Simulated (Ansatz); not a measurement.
This geometry of ClGeH3 + H2O (8 atoms, charge 0, multiplicity 1) is a first-order saddle point.

Computed with RKS PBE-D4/def2-SVP (Ansatz 0.2.0).

```xyz
8
Properties=species:S:1:pos:R:3
Ge 0.093 -0.219 -0.112
H 0.666 0.181 1.642
H 1.377 0.348 -0.743
H -1.156 0.645 0.168
Cl -0.715 -1.533 -1.740
O 0.459 -1.849 0.992
H -0.307 -2.460 1.074
H 0.565 -0.933 1.707
```

Which two structures does it join? (They come from a converged band through this point; their orientation in space is the band's.)

Bonds broken: Ge1–H2, O6–H8. Bonds formed: Ge1–O6, H2–H8. ClGeH3 + H2O becomes ClGeH3O + H2.

Initial state:

```xyz
8
Properties=species:S:1:pos:R:3
Ge -0.123 0.335 -0.087
H -0.260 0.488 1.443
H 1.321 0.136 -0.582
H -0.813 1.521 -0.811
Cl -1.311 -1.422 -0.703
O 1.117 -2.187 1.191
H 0.460 -2.476 0.524
H 0.590 -2.216 2.012
```

Final state:

```xyz
8
Properties=species:S:1:pos:R:3
Ge -0.019 -0.354 -0.770
H 0.865 -0.611 3.549
H 1.352 0.229 -1.160
H -1.088 0.674 -0.316
Cl -0.858 -1.403 -2.488
O 0.355 -1.537 0.526
H -0.448 -1.995 0.840
H 0.822 -0.823 2.808
```

How far does it lie above each of them?

1.55 eV above the first and 1.54 eV above the second. This is the barrier of this one path; another mechanism may lie lower. The orbitals stay closed-shell, which can raise the energy where a bond breaks towards radicals; this wasn't checked here.

Run time: 90 s on 2 threads of Intel(R) Xeon(R) 6975P-C (Granite Rapids), on a shared host, peak memory 0.16 GiB.
